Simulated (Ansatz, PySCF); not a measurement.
Reaction R1 + 2 R2 → P1 + 2 P2, each structure at its B3LYP-D3(BJ)/def2-TZVP stationary point, reached from a drawn start (curvature not checked).
P1: H7NSi2 (SMILES [SiH3]N[SiH3]), charge 0, multiplicity 1.
P2: H2 (SMILES [H][H]), charge 0, multiplicity 1.
R1: NH3 (SMILES N), charge 0, multiplicity 1.
R2: SiH4 (SMILES [SiH4]), charge 0, multiplicity 1.

P less R. No zero-point or thermal terms.

Cores are frozen in the correlated methods. CBS: X⁻³ extrapolation of the correlation energy, Hartree–Fock from the larger set.

Programs: Ansatz (Gaussian basis) for Hartree–Fock, density functionals and correlated methods; PySCF for the D3/D4 terms. All values are computed, each at the level named.

| level | reaction energy (kJ/mol) |
|---|---|
| BLYP/def2-TZVPP | -32.9 |
| r2SCAN-D3(BJ)/def2-TZVPP | -55.2 |
| B3LYP-D3(BJ)/def2-TZVPP | -51.2 |
| B3LYP-D4/def2-TZVPP | -51.6 |
| PBE0-D3(BJ)/def2-TZVPP | -44.2 |
| PBE0-D4/def2-TZVPP | -44.8 |
| CAM-B3LYP/def2-TZVPP | … |
| B2PLYP-D3(BJ)/def2-TZVPP | … |
| CCSD(T)/CBS(cc-pV(T+d)Z, cc-pV(Q+d)Z) | … |

**Question.** Fill in the missing entries.

**Answer.** 
- CAM-B3LYP/def2-TZVPP, reaction energy (kJ/mol): -40.3
- B2PLYP-D3(BJ)/def2-TZVPP, reaction energy (kJ/mol): -54.9
- CCSD(T)/CBS(cc-pV(T+d)Z, cc-pV(Q+d)Z), reaction energy (kJ/mol): -59.0

Ansatz is an electronic-structure program.
